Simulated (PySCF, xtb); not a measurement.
CH₃BO, SMILES [BH3-]C#[O+].

GFN2-xTB (xtb) at its own geometry gives an orbital gap of 3.89 eV and a dipole moment of 0.33 D.

Geometry: B3LYP-D3(BJ)/def2-TZVP.

**Question.** What does B3LYP/def2-TZVPD (PySCF) give? (Estimate from the structure and the level; the computed values follow.)

**Answer.** gap 7.66 eV (levels -9.39 and -1.73 eV), dipole 1.35 D.
